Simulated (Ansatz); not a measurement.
Geometry optimisation, RKS PBE0/cc-pVDZ (Ansatz).

input.yaml

```yaml
crystal:
  periodic: [false, false, false]
  atoms:
    - { symbol: B, position_ang: [0.75215, 1.34489, -0.09945] }
    - { symbol: "N", position_ang: [-0.17926, 0.37926, -0.17183] }
    - { symbol: C, position_ang: [-0.95819, -0.57851, -0.18874] }
    - { symbol: S, position_ang: [-0.57534, -2.20211, 0.39864] }
    - { symbol: H, position_ang: [0.79051, 2.01117, 0.86303] }
    - { symbol: H, position_ang: [1.47173, 1.49978, -1.01004] }
    - { symbol: H, position_ang: [-1.97289, -0.52868, -0.56915] }
    - { symbol: H, position_ang: [0.67128, -1.9258, 0.77752] }
basis:
  gaussian: { orbitals: cc-pVDZ }
hamiltonian:
  xc: pbe0
relax:
  f_tol: 0.02
  max_steps: 50
output:
  orbitals: {}
```

Launched with:

```bash
$ ansatz run input.yaml --threads 1 --pin off --max-ram 2048MiB --backend cpu --events-out ev --progress --plain --runs-dir out
```

Task: Where does it end, and by what steps?

Result: It converged. After 8 steps the energy has fallen by 0.073 eV; H8 moved furthest, 0.09 Å.

```
step  energy less start (eV)  largest force component (eV/Å)  accepted
   0                  0.0000                           0.802       yes
   1                 -0.0622                           0.234       yes
   2                 -0.0663                           0.218       yes
   3                 -0.0670                           0.196       yes
   4                 -0.0680                           0.296       yes
   5                 -0.0545                           0.151        no
   6                 -0.0721                           0.095       yes
   7                 -0.0721                           0.181       yes
   8                 -0.0730                           0.009       yes
```

```xyz
8
Properties=species:S:1:pos:R:3
B 0.751 1.382 -0.108
N -0.143 0.353 -0.148
C -0.938 -0.604 -0.174
S -0.623 -2.255 0.396
H 0.783 2.090 0.872
H 1.482 1.556 -1.055
H -1.962 -0.511 -0.573
H 0.650 -2.011 0.791
```

Whether the end is a true minimum wasn't checked by a vibrational analysis.

Run time: 72 s on 1 thread of Intel(R) Xeon(R) Processor @ 2.50GHz (Skylake/Cascade Lake), on a shared host, peak memory 0.16 GiB.
